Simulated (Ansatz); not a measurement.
One change: `[SiH3]C[SiH2]Cl` becomes `BCC[SiH2]Cl`.

Ansatz, PBE0-D4/def2-TZVP geometries, multiplicity 1. Each molecule was computed in one conformer, which needn't be the lowest.

| property | `[SiH3]C[SiH2]Cl` |
| --- | --- |
| HOMO–LUMO gap (B3LYP/def2-TZVPP) / eV | 8.22 |
| HOMO energy (ωB97M-V/def2-TZVPP) / eV | -10.88 |
| size of the dipole moment (B3LYP/def2-TZVPP) / D | 1.30 |
| zero-point energy (PBE0-D4/def2-TZVP) / kJ/mol | 185.7 |
| HOMO–LUMO gap (PBE/def2-TZVPP) / eV | 6.48 |
| LUMO energy (B3LYP/def2-TZVPP) / eV | -0.21 |

(1) Give the same properties after the change, and the shifts. (Best estimate.)

Results:

(1) The calculation gave: 
| property | `BCC[SiH2]Cl` | shift |
| --- | --- | --- |
| HOMO–LUMO gap (B3LYP/def2-TZVPP) / eV | 6.39 | -1.83 |
| HOMO energy (ωB97M-V/def2-TZVPP) / eV | -10.49 | 0.39 |
| size of the dipole moment (B3LYP/def2-TZVPP) / D | 1.49 | 0.19 |
| zero-point energy (PBE0-D4/def2-TZVP) / kJ/mol | 246.4 | 60.7 |
| HOMO–LUMO gap (PBE/def2-TZVPP) / eV | 4.52 | -1.96 |
| LUMO energy (B3LYP/def2-TZVPP) / eV | -1.68 | -1.47 |

With PBE0 the HOMO rises by 0.41 eV and the LUMO falls by 1.41 eV, so the gap narrows by about 1.82 eV. PBE moves the HOMO by 0.38 eV and ωB97M-V by 0.39 eV. The zero-point energy changes by 60.7 kJ/mol with +6 modes. Dipoles are sizes alone; their direction can turn.

B3LYP here is the variant with VWN-RPA as its local correlation; programs differ in this.
